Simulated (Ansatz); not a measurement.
```xyz
9

N    -0.166   -0.433    1.429
C     0.423   -0.489    0.278
O     1.037    1.609   -0.903
Si   -0.084    0.594   -1.170
F    -1.611    0.940   -0.821
Cl   -0.189   -0.509   -2.886
H     0.263   -0.753    2.287
H    -1.067    0.021    1.509
H     1.394   -0.980    0.279
```

Total charge 0; spin multiplicity 1. The bonds changed during the relaxation, so this is another structure than the one it started from.

(1) List the B3LYP/def2-TZVPP orbital energies in eV (Ansatz). (An estimate is asked.)

Answers

(1) The calculation gave: Occupied: -2762.24, -1800.02, -671.40, -518.53, -392.90, -279.88, -257.01, -196.01, -195.90, -195.89, -144.34, -99.71, -99.70, -99.61, -32.37, -27.86, -24.39, -22.36, -19.77, -17.29, -15.18, -14.30, -12.47, -12.32, -11.98, -11.59, -10.51, -9.28, -9.02, -8.59, -7.38, -7.22. Lowest empty: -2.77, -0.65, 0.61, 1.14, 1.98, 2.40, 2.98, 3.46.

B3LYP here is the variant with VWN-RPA as its local correlation; programs differ in this.
